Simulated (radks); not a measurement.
Values are calculated unless marked as measured or tabulated.
Question: Mean orbital radii <r> (bohr) of neutral scandium, [Ar] 3d1 4s2, of relativity; Dirac values are averaged over j with weights 2j + 1. Spin-unpolarised spherical Kohn-Sham, PBE, point nucleus unless stated (finite: rms radius 3.5459 fm), a radial shooting solver on a logarithmic mesh with Libxc functionals. A level marked "c x" has the speed of light scaled by that factor and shares open shells by 2j + 1; other Dirac levels either fill j = l - 1/2 first or share by 2j + 1.

shell  non-rel.
1s      0.07360
2s       0.3461
2p       0.3086
3s        1.082
3p        1.170
4s        3.742
3d        1.846

Give the values at the level "Dirac, c x 0.75".

Answer: 
shell  Dirac, c x 0.75  change of magnitude (%)
1s             0.07260                    -1.35
2s              0.3412                    -1.40
2p              0.3069                    -0.55
3s               1.069                    -1.11
3p               1.167                    -0.27
4s               3.704                    -1.01
3d               1.887                    +2.23
